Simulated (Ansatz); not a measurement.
A nudged elastic band was laid between two geometries of a periodic cell of 17 atoms, TiAl$_{16}$ (surface Al(110), adsorbate Ti).

Level of theory: Ansatz 0.2.0, DFT LDA, scalar-relativistic, plane waves, PAW. Settings: cutoff 420 eV, k mesh 2x3x1, gaussian smearing 0.1 eV, no spin polarisation.

| Property | Result |
| --- | --- |
| movable images | 5 |
| climbing image | yes |
| spring | 5.0 eV/Å² |
| optimiser | fire |
| start path | IDPP |
| force threshold | 0.03 eV/Å |
| iteration limit | 53 |
| end points | relaxed |
| atoms held | 1 to 4 |

Image 0:

```xyz
17
Lattice="8.1000 0.0000 0.0000 0.0000 5.7276 0.0000 0.0000 0.0000 16.2957" Properties=species:S:1:pos:R:3
Al 2.025 1.432 1.000
Al 6.075 1.432 1.000
Al 2.025 4.296 1.000
Al 6.075 4.296 1.000
Al -0.021 -0.011 2.182
Al 4.071 -0.010 2.182
Al 0.034 2.797 2.271
Al 4.016 2.798 2.271
Al 2.024 1.228 3.731
Al 6.075 1.618 3.752
Al 2.026 4.167 3.531
Al 6.074 4.330 3.656
Al -0.171 0.097 4.900
Al 4.219 0.095 4.898
Al 0.180 3.016 5.054
Al 3.869 3.015 5.055
Ti 2.025 4.959 5.937
```

Image 6:

```xyz
17
Lattice="8.1000 0.0000 0.0000 0.0000 5.7276 0.0000 0.0000 0.0000 16.2957" Properties=species:S:1:pos:R:3
Al 2.025 1.432 1.000
Al 6.075 1.432 1.000
Al 2.025 4.296 1.000
Al 6.075 4.296 1.000
Al 0.034 -0.067 2.271
Al 4.016 -0.066 2.271
Al -0.021 2.853 2.182
Al 4.071 2.854 2.182
Al 2.026 1.303 3.531
Al 6.074 1.466 3.656
Al 2.024 4.092 3.731
Al 6.075 4.482 3.752
Al 0.180 0.153 5.054
Al 3.869 0.151 5.055
Al -0.171 2.960 4.900
Al 4.219 2.959 4.898
Ti 2.025 7.822 5.937
```

Problem. What changes between the two ends?

Solution. The atom that moves furthest is Ti17, by 2.86 Å.

Problem. Give the energies along the band, and the barrier.

Solution. The run converged. The highest image is number 2 of 0 to 6, 0.212 eV above the ends, which have the same energy within 2 meV. The profile has 2 maxima (images 2, 5) with wells between them (image 3): this band takes more than one step, which may be the mechanism or a detour left from its start path. By the program's own check the climbing image is a first-order saddle point (lowest curvatures found: -1.29 and 0.28 eV/Å²). Limits of this set-up: coarse k mesh, thin slab, slab without dipole correction.

```json
{"image": "0", "path coordinate (Å)": "0.00", "energy (eV)": "0.000"}
{"image": "1", "path coordinate (Å)": "0.50", "energy (eV)": "0.092"}
{"image": "2", "path coordinate (Å)": "0.99", "energy (eV)": "0.212"}
{"image": "3", "path coordinate (Å)": "1.66", "energy (eV)": "0.033"}
{"image": "4", "path coordinate (Å)": "2.32", "energy (eV)": "0.053"}
{"image": "5", "path coordinate (Å)": "2.98", "energy (eV)": "0.075"}
{"image": "6", "path coordinate (Å)": "3.64", "energy (eV)": "0.000"}
```

Problem. What is the geometry of the highest image?

Solution. 
```xyz
17
Lattice="8.1000 0.0000 0.0000 0.0000 5.7276 0.0000 0.0000 0.0000 16.2957" Properties=species:S:1:pos:R:3
Al 2.025 1.432 1.000
Al 6.075 1.432 1.000
Al 2.025 4.296 1.000
Al 6.075 4.296 1.000
Al -0.035 0.013 2.157
Al 4.085 0.013 2.157
Al 0.066 2.880 2.314
Al 3.982 2.880 2.315
Al 2.024 1.394 3.622
Al 6.074 1.565 3.676
Al 2.024 4.398 3.619
Al 6.074 4.215 3.678
Al -0.237 0.031 4.852
Al 4.286 0.030 4.851
Al 0.311 2.896 5.119
Al 3.734 2.896 5.121
Ti 2.023 5.761 5.936
```

Run time: 17 min on 1 thread of AMD EPYC 9R14 (Zen 4), on a shared host, peak memory 1 GiB.
